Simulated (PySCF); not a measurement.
CH4O2, SMILES OCO.

Geometry: B3LYP-D3(BJ)/def2-TZVP. One conformer was computed; it need not be the lowest.

These are PySCF 2.14.0 with B3LYP-D3(BJ)/def2-TZVP values and carry that method's errors.

No scaling factor is applied to the harmonic values.

Computed vibrational spectrum:
| mode | ν (cm⁻¹) | IR (km/mol) | moving atoms (share of kinetic energy) |
|---|---|---|---|
| 1 | 381 | 178.3 | H 84 %, O 13 % |
| 2 | 385 | 56.4 | H 86 %, O 9 % |
| 3 | 562 | 70.8 | O 68 %, H 23 %, C 9 % |
| 4 | 1013 | 6.0 | H 83 %, C 16 % |
| 5 | 1032 | 100.1 | O 52 %, C 34 %, H 14 % |
| 6 | 1054 | 273.9 | C 53 %, O 39 %, H 8 % |
| 7 | 1206 | 1.7 | H 88 %, C 9 % |
| 8 | 1369 | 31.6 | H 71 %, C 20 %, O 9 % |
| 9 | 1390 | 3.7 | H 87 %, O 8 % |
| 10 | 1448 | 56.9 | H 86 %, C 11 % |
| 11 | 1528 | 0.4 | H 91 %, C 8 % |
| 12 | 3029 | 61.5 | H 95 % |
| 13 | 3075 | 46.4 | H 90 %, C 10 % |
| 14 | 3780 | 37.5 | H 94 % |
| 15 | 3780 | 21.3 | H 94 % |
